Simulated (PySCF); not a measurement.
# [Zr(CH3)4] (charge 0, multiplicity 1)

Level of theory: PySCF with TPSSh-D3(BJ)/def2-TZVP // BP86-D3(BJ)/def2-SVP.

```json
{
 "HOMO": "-6.71 eV",
 "dipole_moment": "0.00 D",
 "HOMO–LUMO gap": "5.47 eV",
 "LUMO": "-1.24 eV",
 "charge on the central atom (Mulliken)": "1.47 e",
 "total_energy": "-5626.67 eV",
 "cost": "roughly 8 core-minutes"
}
```

```xyz
17

Zr    -0.0089     0.0705     0.1075
C      0.9827     1.9967    -0.3914
H      2.0925     1.9065    -0.3358
H      0.6747     2.8051     0.3117
H      0.7231     2.3303    -1.4230
C     -1.3233     0.3502     1.8784
H     -1.0128    -0.3110     2.7206
H     -2.3851     0.1120     1.6367
H     -1.2890     1.4022     2.2457
C     -1.2301    -0.6044    -1.6232
H     -2.3055    -0.7027    -1.3466
H     -0.8866    -1.5962    -1.9989
H     -1.1646     0.1177    -2.4699
C      1.5355    -1.4612     0.5666
H      2.5638    -1.0404     0.4763
H      1.4639    -2.3286    -0.1300
H      1.4211    -1.8521     1.6043
```
Charge 0, spin multiplicity 1.
